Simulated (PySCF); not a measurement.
AlH₂F, SMILES [F][AlH2].

Coordinates come from a TPSSh-D3(BJ)/def2-TZVP optimisation.

Level of theory: HF/def2-TZVPD run with PySCF.

Symmetry labels are those of the subgroup C2v that the program uses (full group C2v).

Computed valence orbital energies around the gap with their symmetry:
```json
[
 {"orbital": "HOMO−7", "symmetry": "A1", "energy (eV)": "-87.74"},
 {"orbital": "HOMO−6", "symmetry": "B2", "energy (eV)": "-87.70"},
 {"orbital": "HOMO−5", "symmetry": "A1", "energy (eV)": "-41.79"},
 {"orbital": "HOMO−4", "symmetry": "A1", "energy (eV)": "-18.47"},
 {"orbital": "HOMO−3", "symmetry": "B2", "energy (eV)": "-17.00"},
 {"orbital": "HOMO−2", "symmetry": "B1", "energy (eV)": "-16.86"},
 {"orbital": "HOMO−1", "symmetry": "A1", "energy (eV)": "-14.44"},
 {"orbital": "HOMO", "symmetry": "B2", "energy (eV)": "-12.09"},
 {"orbital": "LUMO", "symmetry": "B1", "energy (eV)": "1.14"},
 {"orbital": "LUMO+1", "symmetry": "A1", "energy (eV)": "1.35"},
 {"orbital": "LUMO+2", "symmetry": "A1", "energy (eV)": "2.18"},
 {"orbital": "LUMO+3", "symmetry": "A1", "energy (eV)": "2.69"}
]
```
